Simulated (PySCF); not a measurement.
AgI, multiplicity 1. Atoms are numbered in the order given.

```xyz
2

Ag     0.0000     0.0000    -1.3742
I      0.0000     0.0000     1.2186
```

Geometry: B3LYP-D3(BJ)/def2-TZVP. The spin state was assumed, not searched. The def2 effective core potentials stand for the cores of Ag, I; spin–orbit coupling is left out.

Calculation: M06-2X/def2-TZVPD in PySCF.

Mulliken values depend strongly on the basis, most of all with diffuse functions as here. ESP charges are fitted to the potential on shells at 1.4 to 2.0 van der Waals radii. Atomic charges (e):

```json
[
 {"atom": "Ag1", "ESP fit": "0.47", "Mulliken": "0.37"},
 {"atom": "I2", "ESP fit": "-0.47", "Mulliken": "-0.37"}
]
```
